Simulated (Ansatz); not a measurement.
## CH2GeN (SMILES N#[C][GeH2]): the energy, rung by rung

The species is CH2GeN (5 atoms), meant as a doublet with charge 0. SMILES: `N#[C][GeH2]`. The shape was relaxed beforehand at wB97X-V/def2-SVP.

```xyz
5

N     1.5942   -1.0322    1.3038
C     0.8451   -0.5393    0.5671
Ge   -0.3174    0.2432   -0.7497
H    -1.6617   -0.4928   -0.6945
H    -0.4101    1.7478   -0.4680
```

Each level gives the dissociation energy of the H4–Ge3 bond into doublet H and singlet CHGeN (shapes relaxed at wB97X-V/def2-SVP, no zero-point term) (eV). The values are calculated.

```json
{"level": "UHF/def2-TZVPP", "kind": "Hartree–Fock", "program": "Ansatz", "value (eV)": "2.33", "CPU time (all runs)": "22 s"}
{"level": "UPBE/def2-TZVPP", "kind": "GGA", "program": "Ansatz", "value (eV)": "2.45", "CPU time (all runs)": "9 s"}
{"level": "U-r2SCAN/def2-TZVPP", "kind": "meta-GGA", "program": "Ansatz", "value (eV)": "2.71", "CPU time (all runs)": "24 s"}
{"level": "UB3LYP/def2-TZVPP", "kind": "global hybrid", "program": "Ansatz", "value (eV)": "2.46", "CPU time (all runs)": "15 s"}
{"level": "UPBE0-D4/def2-TZVPP", "kind": "global hybrid", "program": "Ansatz", "value (eV)": "2.58", "CPU time (all runs)": "14 s"}
{"level": "U-wB97M-V/def2-TZVPP", "kind": "range-separated hybrid", "program": "Ansatz", "value (eV)": "2.49", "CPU time (all runs)": "47 s"}
```

All-electron rows without a relativistic Hamiltonian named are non-relativistic. The values span 2.33 to 2.71 eV. A fragment with an even electron count was run as a singlet and may have a lower triplet. Measured bond enthalpies also hold zero-point and thermal terms, a few tenths of an eV less. Times are those of the runs behind each value, whatever else they computed, on shared processors of several kinds: orders of magnitude only.
